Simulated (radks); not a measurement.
Results of a calculation; reference values are marked as such.
Problem. The mean radii <r> (bohr) of the occupied orbitals of an atom or ion are listed with their occupations. Level of theory: non-relativistic Kohn-Sham, BLYP, spin-polarised, spherical densities, point nucleus (a radial shooting solver on a logarithmic mesh with Libxc functionals).

| orbital | occ. | <r> |
|---|---|---|
| 1s down | 1 | 0.03720 |
| 1s up | 1 | 0.03720 |
| 2s up | 1 | 0.1629 |
| 2s down | 1 | 0.1629 |
| 2p up | 3 | 0.1398 |
| 2p down | 3 | 0.1397 |
| 3s up | 1 | 0.4552 |
| 3s down | 1 | 0.4551 |
| 3p up | 3 | 0.4510 |
| 3p down | 3 | 0.4510 |
| 3d up | 5 | 0.4323 |
| 3d down | 5 | 0.4322 |
| 4s up | 1 | 1.190 |
| 4s down | 1 | 1.184 |
| 4p up | 3 | 1.318 |
| 4p down | 3 | 1.313 |
| 4d up | 4 | 2.015 |

Name the element and its charge. Open shells, if any, are filled with parallel spins first.

Solution. Z = 41, niobium, charge +1: Nb+ in [Kr] 4d4. The 1s radius gives Z: for a bare nucleus <r> = 1.5/Z, 0.03659 bohr for Z = 41, and screening makes it slightly larger (0.03720 here). The occupations add up to 40, and the charge is Z minus that.
